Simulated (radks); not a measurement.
Spherical quantum dot in the effective-mass picture: electrons in a parabolic well V = omega^2 r^2 / 2 with omega = 2.34, with a point charge +1 (a donor) at the centre, all in effective atomic units (hartree* = m*/eps^2 hartree, bohr* = eps/m* bohr), one dielectric constant everywhere. Method: non-relativistic Kohn-Sham, PBE, spin-polarised, spherical densities; computed with a radial shooting solver with Libxc functionals. Levels are named by radial order and angular momentum (1s, 1p, 1d, 2s, ...), and open shells are averaged over m.

N = 13, configuration 1s2 1p6 1d(up 3, down 0) 2s2. This is the lowest configuration that the search found. Occupied and some empty levels:

level,occupation,eigenvalue (hartree*),<r> (bohr*)
1s up,1,12.481,0.8336
1s down,1,12.542,0.8219
1p up,3,14.281,1.149
1p down,3,14.387,1.143
2s up,1,15.873,1.181
2s down,1,15.955,1.189
1d up,3,16.005,1.345
1d down,0,16.127,1.345
1f up,0,17.816,1.503
1f down,0,17.937,1.506
2p up,0,18.058,1.372
2p down,0,18.130,1.376
1g up,0,19.709,1.640
1g down,0,19.821,1.646

Energy (hartree*): total 128.055, kinetic 32.417, external 39.282, Hartree 65.638, exchange-correlation -9.2833.
